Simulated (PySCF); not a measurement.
# How the method changes the constants of SrZn

State: ¹Σ⁺ (singlet), closed shell. Set-up: PySCF, scalar-relativistic core potentials, basis sets Sr def2-SVP with ECP28, Zn def2-SVP. De refers to Sr + Zn in their ground configurations, without counterpoise correction. A positive dipole means Sr(−)Zn(+). Levels whose curve was spin-contaminated or gave no clean fit are not listed.

```json
{"Level": "LDA", "Re (Å)": "3.509", "ωe (cm⁻¹)": "73.3", "De (eV)": "0.269", "μ (D)": "0.14", "CPU s a point (SCF and correlation, without the integrals)": "0.16"}
{"Level": "PBE", "Re (Å)": "3.691", "ωe (cm⁻¹)": "58.3", "De (eV)": "0.160", "μ (D)": "0.26", "CPU s a point (SCF and correlation, without the integrals)": "0.29"}
{"Level": "BP86", "Re (Å)": "3.698", "ωe (cm⁻¹)": "56.2", "De (eV)": "0.120", "μ (D)": "0.24", "CPU s a point (SCF and correlation, without the integrals)": "0.2"}
{"Level": "r²SCAN", "Re (Å)": "3.664", "ωe (cm⁻¹)": "61.7", "De (eV)": "0.145", "μ (D)": "0.37", "CPU s a point (SCF and correlation, without the integrals)": "0.38"}
{"Level": "PBE0", "Re (Å)": "3.838", "ωe (cm⁻¹)": "48.0", "De (eV)": "0.113", "μ (D)": "0.31", "CPU s a point (SCF and correlation, without the integrals)": "0.69"}
{"Level": "CAM-B3LYP", "Re (Å)": "4.393", "ωe (cm⁻¹)": "16.9", "De (eV)": "0.018", "μ (D)": "0.20", "CPU s a point (SCF and correlation, without the integrals)": "0.62"}
```

What does the gradient correction do here, going from LDA to PBE?

PBE less LDA: +18.2 pm in Re, -20.5 % in ωe, -0.11 eV in De. The gradient correction favours the more uneven density of free atoms, so it tends to lengthen bonds and takes away much of the overbinding of LDA; so it does here.

Closed-shell solutions of metal pairs were not tested for spin polarisation, which can lower them a little. The bond is weak. Basis-set superposition, not corrected here, can be much of De in a small basis, most of all at correlated wavefunction levels. Functionals without a dispersion term scatter widely for such bonds, and LDA overbinds them.

The whole job (state search and all levels along the bond) took about 1.6 min on 1 thread of Intel Xeon 6975P-C (shared host), peak memory 0.73 GiB.
